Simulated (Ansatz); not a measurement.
Si2N2H8, singlet: a relaxation.

The input file, in.yaml:

```yaml
crystal:
  periodic: [false, false, false]
  atoms:
    - {symbol: Si, position_ang: [-0.320006, 0.293378, -0.653924]}
    - {symbol: N, position_ang: [0.947214, 1.335086, 0.381621]}
    - {symbol: N, position_ang: [0.893727, 0.153671, -1.717011]}
    - {symbol: H, position_ang: [1.497664, 1.174944, -0.310458]}
    - {symbol: H, position_ang: [-1.469235, 1.271415, -0.755847]}
    - {symbol: Si, position_ang: [-1.033651, -1.471324, 0.748290]}
    - {symbol: H, position_ang: [0.755990, 2.326340, 0.509899]}
    - {symbol: H, position_ang: [1.302758, 0.941757, 1.248906]}
    - {symbol: H, position_ang: [0.973807, -0.340101, -2.574569]}
    - {symbol: H, position_ang: [-2.022027, -1.080205, 1.793276]}
    - {symbol: H, position_ang: [0.136629, -2.091327, 1.437680]}
    - {symbol: H, position_ang: [-1.662970, -2.513435, -0.107963]}
basis:
  gaussian: {orbitals: def2-TZVP}
hamiltonian: {xc: pbe0, dispersion: d4}
relax: {f_tol: 0.005, max_steps: 200}
```

Launched with

```bash
ansatz run in.yaml --threads 4 --pin off --events-out ev --progress --plain --max-ram 9574MiB
```

What Ansatz 0.2.0 printed:

```
Functional definition: PBE0
  name "PBE0"
  cite "Adamo & Barone, J. Chem. Phys. 110, 6158 (1999) doi:10.1063/1.478522"
  cite "Perdew, Burke & Ernzerhof, Phys. Rev. Lett. 77, 3865 (1996) doi:10.1103/PhysRevLett.77.3865"
  parent pbe
  parameter a = 0.25
  parameter kappa = 0.804
  parameter beta = 0.06672455060314922
  exchange = (1 - a)*pbe_x(kappa = kappa, mu = beta*pi^2/3) + a*exact_x
  correlation = pbe_c(beta = beta)
1198 factors; their error is unknown
mean field evaluation 1: about -18842.7447 eV, gradient 8.3e1 eV
mean field evaluation 2: about -18768.8190 eV, gradient 1.6e2 eV
mean field evaluation 4: about -18855.5996 eV, gradient 1.5e1 eV
mean field evaluation 8: about -18856.0134 eV, gradient 2.2e-1 eV
mean field evaluation 16: about -18856.0789 eV, gradient 1.5e-4 eV
mean field -18856.07891009 eV, -692.9481188366 hartree, gradient 6.6e-5 eV, S^2 0.000000; 0 other end points of the search recorded, 0 dependent functions left out
the calculation of the forces begins
reference -18856.07894602 eV, -692.9481201568 hartree; 25, 25 occupied and 159, 159 virtual orbitals, 1198 factors
relax step   1: F+E_penalty+E_count = -18856.29638396 eV  Δ(F+E_penalty+E_count) = +0.000e0 eV  max|allowed force component| = 6.837e0 eV/Å  Δτ_max = 0.0000 Å  (28 SCF iters, accepted)
relax step   2: F+E_penalty+E_count = -18856.86842686 eV  Δ(F+E_penalty+E_count) = -5.720e-1 eV  max|allowed force component| = 1.172e0 eV/Å  Δτ_max = 0.1573 Å  (32 SCF iters, accepted)
relax step   3: F+E_penalty+E_count = -18856.79876204 eV  Δ(F+E_penalty+E_count) = +6.966e-2 eV  max|allowed force component| = 8.972e-1 eV/Å  Δτ_max = 0.1517 Å  (32 SCF iters, rejected (line search))
relax step   4: F+E_penalty+E_count = -18856.91306055 eV  Δ(F+E_penalty+E_count) = -4.463e-2 eV  max|allowed force component| = 1.525e-1 eV/Å  Δτ_max = 0.0746 Å  (32 SCF iters, accepted)
relax step   5: F+E_penalty+E_count = -18856.91771758 eV  Δ(F+E_penalty+E_count) = -4.657e-3 eV  max|allowed force component| = 3.072e-1 eV/Å  Δτ_max = 0.1000 Å  (30 SCF iters, accepted)
relax step   6: F+E_penalty+E_count = -18856.92095609 eV  Δ(F+E_penalty+E_count) = -3.239e-3 eV  max|allowed force component| = 1.264e-1 eV/Å  Δτ_max = 0.0378 Å  (32 SCF iters, accepted)
relax step   7: F+E_penalty+E_count = -18856.92153117 eV  Δ(F+E_penalty+E_count) = -5.751e-4 eV  max|allowed force component| = 4.669e-2 eV/Å  Δτ_max = 0.0406 Å  (31 SCF iters, accepted)
relax step   8: F+E_penalty+E_count = -18856.92281786 eV  Δ(F+E_penalty+E_count) = -1.287e-3 eV  max|allowed force component| = 1.996e-2 eV/Å  Δτ_max = 0.0266 Å  (32 SCF iters, accepted)
relax step   9: F+E_penalty+E_count = -18856.92212181 eV  Δ(F+E_penalty+E_count) = +6.961e-4 eV  max|allowed force component| = 6.631e-2 eV/Å  Δτ_max = 0.0286 Å  (31 SCF iters, rejected (line search))
relax step  10: F+E_penalty+E_count = -18856.92324512 eV  Δ(F+E_penalty+E_count) = -4.273e-4 eV  max|allowed force component| = 1.254e-2 eV/Å  Δτ_max = 0.0140 Å  (33 SCF iters, accepted)
relax step  11: F+E_penalty+E_count = -18856.92375720 eV  Δ(F+E_penalty+E_count) = -5.121e-4 eV  max|allowed force component| = 3.138e-2 eV/Å  Δτ_max = 0.0414 Å  (31 SCF iters, accepted)
relax step  12: F+E_penalty+E_count = -18856.92406446 eV  Δ(F+E_penalty+E_count) = -3.073e-4 eV  max|allowed force component| = 3.479e-2 eV/Å  Δτ_max = 0.0302 Å  (31 SCF iters, accepted)
relax step  13: F+E_penalty+E_count = -18856.92437088 eV  Δ(F+E_penalty+E_count) = -3.064e-4 eV  max|allowed force component| = 3.377e-2 eV/Å  Δτ_max = 0.0346 Å  (30 SCF iters, accepted)
relax step  14: F+E_penalty+E_count = -18856.92457330 eV  Δ(F+E_penalty+E_count) = -2.024e-4 eV  max|allowed force component| = 2.385e-2 eV/Å  Δτ_max = 0.0244 Å  (32 SCF iters, accepted)
relax step  15: F+E_penalty+E_count = -18856.92461206 eV  Δ(F+E_penalty+E_count) = -3.876e-5 eV  max|allowed force component| = 2.809e-2 eV/Å  Δτ_max = 0.0230 Å  (31 SCF iters, accepted)
relax step  16: F+E_penalty+E_count = -18856.92469637 eV  Δ(F+E_penalty+E_count) = -8.432e-5 eV  max|allowed force component| = 8.478e-3 eV/Å  Δτ_max = 0.0054 Å  (33 SCF iters, accepted)
relax step  17: F+E_penalty+E_count = -18856.92471652 eV  Δ(F+E_penalty+E_count) = -2.015e-5 eV  max|allowed force component| = 4.457e-3 eV/Å  Δτ_max = 0.0025 Å  (24 SCF iters, accepted)
Total energy: -18856.92475243 eV, -692.9792029692 hartree
Atom 0 at    -0.267239     0.299550    -0.713151 Å, force    -0.000959     0.003767     0.001379 eV/Å
Atom 1 at     0.915223     1.330297     0.431270 Å, force    -0.000502     0.000432     0.000790 eV/Å
Atom 2 at     0.859812     0.103683    -1.857969 Å, force    -0.001759    -0.004457    -0.003826 eV/Å
Atom 3 at     1.627323     1.474392    -0.294919 Å, force    -0.000275     0.000342    -0.000201 eV/Å
Atom 4 at    -1.362611     1.334131    -0.767381 Å, force     0.000637     0.000314    -0.000425 eV/Å
Atom 5 at    -1.016575    -1.434002     0.710960 Å, force    -0.000106    -0.002280    -0.000669 eV/Å
Atom 6 at     0.566447     2.214499     0.788435 Å, force    -0.000259     0.001334     0.000430 eV/Å
Atom 7 at     1.330130     0.795853     1.187691 Å, force     0.000363    -0.002173     0.002000 eV/Å
Atom 8 at     0.843906    -0.583311    -2.592946 Å, force     0.001343     0.001555    -0.000065 eV/Å
Atom 9 at    -2.014916    -0.995410     1.732341 Å, force     0.000691     0.001133    -0.001055 eV/Å
Atom 10 at     0.147486    -2.003258     1.455670 Å, force     0.000672     0.000633     0.001048 eV/Å
Atom 11 at    -1.629085    -2.536225    -0.080101 Å, force     0.000154    -0.000600     0.000593 eV/Å
Dipole moment:     0.213363     0.530890     0.786732 e Å

[the SCF lines of later steps are left out]
```

The run took about 42 s on 4 CPU threads of an Arm Neoverse V2 (shared host).
